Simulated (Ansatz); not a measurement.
Molecule: C6H13O, charge 0, multiplicity 2. It need not be the lowest isomer of its formula. 
Geometry from a B3LYP-D3(BJ)/def2-TZVP (Ansatz, a first-principles code) optimisation:
SMILES: [CH2]CCCCCO
```xyz
20

C      3.8470    -0.1104     0.1999
C      2.5204    -0.7599     0.0576
C      1.3458     0.2204     0.0742
C     -0.0128    -0.4650    -0.0375
C     -1.1847     0.5132    -0.0154
C     -2.5340    -0.1791    -0.1378
O     -3.6347     0.7208    -0.0581
H      3.9456     0.8373     0.7130
H      4.7533    -0.6224    -0.0928
H      2.4923    -1.3550    -0.8632
H      2.3724    -1.4935     0.8686
H      1.4639     0.9352    -0.7461
H      1.3824     0.8064     0.9986
H     -0.1242    -1.1816     0.7837
H     -0.0453    -1.0537    -0.9611
H     -1.1722     1.0942     0.9113
H     -1.0745     1.2311    -0.8374
H     -2.6732    -0.8801     0.6875
H     -2.5747    -0.7598    -1.0690
H     -3.5578     1.3603    -0.7744
```
Charge 0, spin multiplicity 2.

Dipole moments at this geometry, in debye (magnitudes).

| level | program | dipole (D) |
|---|---|---|
| PBE/def2-TZVPD | Ansatz | 1.44 |
| revPBE/def2-TZVPD | Ansatz | 1.43 |
| B97M-V/def2-TZVPD | Ansatz | ? |
| r2SCAN0/def2-TZVPD | Ansatz | 1.58 |
| HSE06/def2-TZVPD | Ansatz | 1.54 |
| CCSD(T)/aug-cc-pVDZ | Ansatz | ? |

Fill in the missing entries.


- B97M-V/def2-TZVPD, dipole (D): 1.47
- CCSD(T)/aug-cc-pVDZ, dipole (D): 1.56
